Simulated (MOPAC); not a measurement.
Job for MOPAC: AM1 on ClFGaH (SMILES [F][GaH][Cl]), a point of a bond scan (R = 2.313 Å).

```
AM1 1SCF PRECISE CHARGE=0 THREADS=1
ClFGaH

Ga    -0.42035658 1     0.09491825 1    -0.34524222 1
H     -2.20544151 1    -0.67529803 1    -1.59740103 1
F     -0.00462516 1     1.79964022 1    -0.33176534 1
Cl     0.86371139 1    -1.10121578 1     0.87461245 1
```

The log:

```
*******************************************************************************
 **                                                                           **
 **                              MOPAC v23.2.5                                **
 **                                                                           **
 *******************************************************************************
 ** MOPAC's Digital Object Identifier: https://doi.org/10.5281/zenodo.6511958 **
 **                                                                           **
 ** Please cite the open-source release paper for use of this MOPAC version:  **
 ** J. E. Moussa and J. J. P. Stewart (2026)                                  **
 ** MOPAC: An open-source semiempirical molecular orbital program             **
 ** J. Open Source Softw., 11(119), 8025, https://doi.org/10.21105/joss.08025 **
 *******************************************************************************

                              AM1 CALCULATION RESULTS

 *******************************************************************************
 *  AM1        - The AM1 Hamiltonian to be used
 *
 *
 *
 *                 CHARGE ON SYSTEM = 0
 *
 *
 *
 *  PRECISE    - TIGHTER CRITERIA TO BE USED
 *  1SCF       - DO 1 SCF AND THEN STOP
 *  THREADS=1  - MULTI-THREADING NOT USED
 *  T=         - A TIME OF 172800.0 SECONDS REQUESTED
 *  DUMP=N     - RESTART FILE WRITTEN EVERY 7200.0 SECONDS REQUESTED
 *******************************************************************************
AM1 1SCF PRECISE CHARGE=0 THREADS=1
 ClFGaH

   ATOM   CHEMICAL          X               Y               Z
  NUMBER   SYMBOL      (ANGSTROMS)     (ANGSTROMS)     (ANGSTROMS)

     1      Ga         -0.42035658  *   0.09491825  *  -0.34524222  *
     2       H         -2.20544151  *  -0.67529803  *  -1.59740103  *
     3       F         -0.00462516  *   1.79964022  *  -0.33176534  *
     4      Cl          0.86371139  *  -1.10121578  *   0.87461245  *



          CARTESIAN COORDINATES

    NO.       ATOM           X           Y           Z

     1        Ga         -0.4204      0.0949     -0.3452
     2         H         -2.2054     -0.6753     -1.5974
     3         F         -0.0046      1.7996     -0.3318
     4        Cl          0.8637     -1.1012      0.8746

  H: (AM1): M.J.S. DEWAR ET AL, J. AM. CHEM. SOC. 107 3902-3909 (1985)
  F: (AM1): M.J.S. DEWAR AND E. G. ZOEBISCH, THEOCHEM, 180, 1 (1988).
 Cl: (AM1): M.J.S. DEWAR AND E. G. ZOEBISCH, THEOCHEM, 180, 1 (1988).
 Ga: (AM1): J. J. P. STEWART, J. MOL. MOD., 10, 155-164 (2004)

           Empirical Formula: H Ga F Cl  =     4 atoms



      MOLECULAR POINT GROUP   :   Cs


      RHF CALCULATION, NO. OF DOUBLY OCCUPIED LEVELS = 9


 -------------------------------------------------------------------------------
 AM1 1SCF PRECISE CHARGE=0 THREADS=1
 ClFGaH



     1SCF WAS SPECIFIED, SO BFGS WAS NOT USED
     SCF FIELD WAS ACHIEVED


                              AM1 CALCULATION
                                                       MOPAC v23.2.5 Linux




          FINAL HEAT OF FORMATION =         -9.79301 KCAL/MOL =     -40.97395 KJ/MOL


          COSMO AREA              =        103.51 SQUARE ANGSTROMS
          COSMO VOLUME            =         85.29 CUBIC ANGSTROMS

          IONIZATION POTENTIAL    =         10.341060 EV
          HOMO LUMO ENERGIES (EV) =        -10.341 -2.692
          NO. OF FILLED LEVELS    =          9
          MOLECULAR WEIGHT        =        125.1943         POINT GROUP:  Cs

          MOLECULAR DIMENSIONS (Angstroms)

            Atom       Atom       Distance
           Cl     4    H     2     3.96383
            F     3    H     2     2.75849
            F     3   Ga     1     0.00000


          SCF CALCULATIONS        =          1





   ATOM   CHEMICAL          X               Y               Z
  NUMBER   SYMBOL      (ANGSTROMS)     (ANGSTROMS)     (ANGSTROMS)

     1      Ga         -0.42035658  *   0.09491825  *  -0.34524222  *
     2       H         -2.20544151  *  -0.67529803  *  -1.59740103  *
     3       F         -0.00462516  *   1.79964022  *  -0.33176534  *
     4      Cl          0.86371139  *  -1.10121578  *   0.87461245  *

                             CARTESIAN COORDINATES

   1   Ga       -0.420356580     0.094918250    -0.345242220
   2    H       -2.205441510    -0.675298030    -1.597401030
   3    F       -0.004625160     1.799640220    -0.331765340
   4   Cl        0.863711390    -1.101215780     0.874612450


           Empirical Formula: H Ga F Cl  =     4 atoms



      MOLECULAR POINT GROUP   :   Cs


                  EIGENVALUES
 -46.12296 -36.52434 -15.72994 -14.35459 -14.29856 -12.88855 -12.48726 -11.95380
 -10.34106  -2.69171  -2.18793  -0.89739   0.16823


              NET ATOMIC CHARGES AND DIPOLE CONTRIBUTIONS

  ATOM NO.   TYPE          CHARGE      No. of ELECS.   s-Pop       p-Pop
    1         Ga           0.533335        2.4667     0.24240     2.22426
    2          H           0.092101        0.9079     0.90790
    3          F          -0.349442        7.3494     1.89789     5.45155
    4         Cl          -0.275994        7.2760     1.97888     5.29711
 DIPOLE           X         Y         Z       TOTAL
 POINT-CHG.    -3.190    -1.616    -2.194     4.195
 HYBRID        -0.039    -0.052    -0.021     0.068
 SUM           -3.228    -1.668    -2.214     4.256


          ATOMIC ORBITAL ELECTRON POPULATIONS

     Atom    s        px        py        pz
    1 Ga   0.24240   0.97479   0.45746   0.79201
    2  H   0.90790
    3  F   1.89789   1.83687   1.81680   1.79789
    4 Cl   1.97888   1.72714   1.86672   1.70325

 **********************
 *                    *
 * JOB ENDED NORMALLY *
 *                    *
 **********************




 == MOPAC DONE ==
```

The run finished.

Cost: very roughly 0.020 core-seconds.
